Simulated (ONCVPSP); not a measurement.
Before and after: ONCV potential for Ga (Z = 31)

ONCVPSP 4.0.1 input, shortened (lines: element, Z, core and valence counts, functional; n l f; lmax; l rc ep ncon nbas qcut; lloc lpopt rc5 dvloc0; l nproj debl; icmod fcfact rcfact), PBE, scalar-relativistic:

```
  Ga 31.00    6    2        4      upf
    1    0    2.00
    2    0    2.00
    2    1    6.00
    3    0    2.00
    3    1    6.00
    3    2   10.00
    4    0    2.00
    4    1    1.00
    1
    0    2.05    0.00    4    8    2.90
    1    1.75    0.00    4    9    5.40
    4    3    1.15    3.00
    0    1    3.00
    1    2    2.80
    3    4.75    1.20
```

All-electron outer shells of the reference configuration (PBE, scalar-relativistic, ld1.x):

```json
{"shell": "3p", "level (eV)": "-98.86", "outermost node (bohr)": "0.24", "outermost maximum (bohr)": "0.56"}
{"shell": "3d", "level (eV)": "-19.15", "outermost node (bohr)": "–", "outermost maximum (bohr)": "0.53"}
{"shell": "4s", "level (eV)": "-8.95", "outermost node (bohr)": "0.81", "outermost maximum (bohr)": "1.90"}
{"shell": "4p", "level (eV)": "-2.58", "outermost node (bohr)": "0.87", "outermost maximum (bohr)": "2.53"}
```

Change: p: debl 0.2.

Cutoffs: the cutoffs (Ha) at which the residual kinetic energy of the hardest occupied pseudo-wave falls to 1 and 0.1 mHa per electron; they do not see the model core or the augmentation charge, which bear on the density cutoff. Errors are all-electron minus pseudo energies relative to the spin-unpolarised reference configuration.

Q: What does the change do?

A: The potential gets neither clearly harder nor softer (19 Ha and 39 Ha → 19 Ha and 39 Ha); a bound ghost appears in p, which as a rule spoils a file; the errors of the 4 common tests hardly move.

| quantity | base | changed |
| --- | --- | --- |
| cutoff, loose | 19 Ha | 19 Ha |
| cutoff, tight | 39 Ha | 39 Ha |
| bound ghosts | none | p |
| GHOST(+) flags under 300 eV | s at 21.9 eV | s at 21.9 eV |
| error for 4s2 4p0, meV [ΔE 5.69 eV] | +11 | +11 |
| error for 4s1 4p0, meV [ΔE 26.82 eV] | -18 | -18 |
| error for 4s2 4p0.5, meV [ΔE 2.03 eV] | +2.0 | +2.0 |
| error for 4s0 4p3, meV [ΔE 13.37 eV] | -65 | -68 |
| s: phases at 2.08 bohr within 0.05 rad from the reference energy up to (Ha; the scan ends near 5) | 0.5 | 0.5 |
| p: phases at 1.78 bohr within 0.05 rad from the reference energy up to (Ha; the scan ends near 5) | 4.6 | 4.9 |
| rms error of d²Exc/dni dnj with the model core, mHa | 2.56 | 2.56 |

Base: The cutoffs count occupied waves only; projector 2 of the p channel, the hardest unoccupied one, needs 72 Ha at the loose tolerance. A true bound ghost makes a file unfit for plane-wave use even where its test errors are small: the radial tests pick states by their node count and pass the ghost by.
